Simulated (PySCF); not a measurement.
# Argon: a sound run and one with changed settings

Sound run: Ar⁺ [Ne] 3s2 3p5, Ar²⁺ [Ne] 3s2 3p4. All numbers are calculated (PySCF 2.14, the spin-free X2C one-electron Hamiltonian (Gaussian nucleus), in cc-pVTZ-DK). In the sound run the correlated levels freeze [Ne]. The sound run starts from symmetry-adapted Hartree-Fock orbitals and uses a fine grid where one is needed.

Changed run: basis STO-3G, all-electron and non-relativistic. This setting is unsound on purpose.

```json
{"species": "Ar⁺", "method": "UHF", "sound run (hartree)": "-528.08649", "changed run (hartree)": "-520.72694", "converged": "yes"}
{"species": "Ar⁺", "method": "LDA", "sound run (hartree)": "-527.14469", "changed run (hartree)": "-519.65111", "converged": "yes"}
{"species": "Ar⁺", "method": "PBE", "sound run (hartree)": "-528.58472", "changed run (hartree)": "-521.09287", "converged": "yes"}
{"species": "Ar⁺", "method": "MP2", "sound run (hartree)": "-528.25189", "changed run (hartree)": "-520.72694", "converged": "yes"}
{"species": "Ar²⁺", "method": "UHF", "sound run (hartree)": "-527.11772", "changed run (hartree)": "-519.70618", "converged": "yes"}
{"species": "Ar²⁺", "method": "LDA", "sound run (hartree)": "-526.12266", "changed run (hartree)": "-518.57817", "converged": "yes"}
{"species": "Ar²⁺", "method": "PBE", "sound run (hartree)": "-527.57083", "changed run (hartree)": "-520.02323", "converged": "yes"}
{"species": "Ar²⁺", "method": "MP2", "sound run (hartree)": "-527.24768", "changed run (hartree)": "-519.70618", "converged": "yes"}
```

Ionisation energy of Ar⁺:

```csv
method,sound run (eV),changed run (eV)
UHF,26.361,27.776
LDA,27.811,29.196
PBE,27.589,29.106
MP2,27.326,27.776
SCS-MP2,27.321,27.776
```

A minimal basis cannot let orbitals breathe on ionisation and holds almost no correlation. The Hamiltonian changed with the basis, so the totals do not compare.

For comparison, NIST gives 27.630 eV between the lowest levels.
